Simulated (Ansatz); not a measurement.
`[CH3][SnH]([F])[NH]C(C)(C)C`, 22 atoms. Charge 0, multiplicity 1. Correlated methods include outer-core shells of Sn, which these sets cover unevenly. Sn takes the def2 core potential. All runs use 6 threads of an AMD EPYC 7R13 on a shared host and a share of an NVIDIA H100 80 GB. Correlated methods freeze the cores.

Problem. How many basis functions does each run have, and how long does it take in Ansatz? RKS PBE0-D4/def2-SVP energy; RHF-MP2/def2-QZVPP energy; RKS B3LYP-D4/def2-TZVPP energy and forces; RKS SPW92 (LDA)/def2-TZVPP energy; RKS PBE0-D4/def2-QZVPP energy; RHF-CCSD(T)/def2-SVP energy; direct RPA on PBE orbitals/def2-TZVPP energy; RKS ωB97M-V/def2-SVP energy; RKS r2SCAN-D4/def2-TZVPP energy and forces; RKS BLYP-D4/def2-TZVPP energy; RKS PBE0-D4/def2-TZVP relaxation (22 steps); RHF-CCSD(T)/def2-TZVPP energy. (An estimate is asked.)

Solution. The calculation gave: Other jobs shared the machine, so times are rough.

```tsv
level	job	functions	wall time	peak host memory (GiB)
RKS PBE0-D4/def2-SVP	energy	194	2 s	0.86
RKS BLYP-D4/def2-TZVPP	energy	463	3.6 s	1.1
RKS r2SCAN-D4/def2-TZVPP	energy and forces	463	3.7 s	1.1
RKS ωB97M-V/def2-SVP	energy	194	3.9 s	0.97
RKS SPW92 (LDA)/def2-TZVPP	energy	463	4 s	1.1
RKS PBE0-D4/def2-QZVPP	energy	901	5.5 s	1.5
direct RPA on PBE orbitals/def2-TZVPP	energy	463	6 s	2.5
RKS B3LYP-D4/def2-TZVPP	energy and forces	463	6.5 s	1.2
RHF-CCSD(T)/def2-SVP	energy	194	6.5 s	0.82
RHF-MP2/def2-QZVPP	energy	901	8.5 s	1.6
RHF-CCSD(T)/def2-TZVPP	energy	463	30 s	1
RKS PBE0-D4/def2-TZVP	relaxation (22 steps)	351	35 s	1.1
```

B3LYP here is the variant with VWN-RPA as its local correlation; programs differ in this.
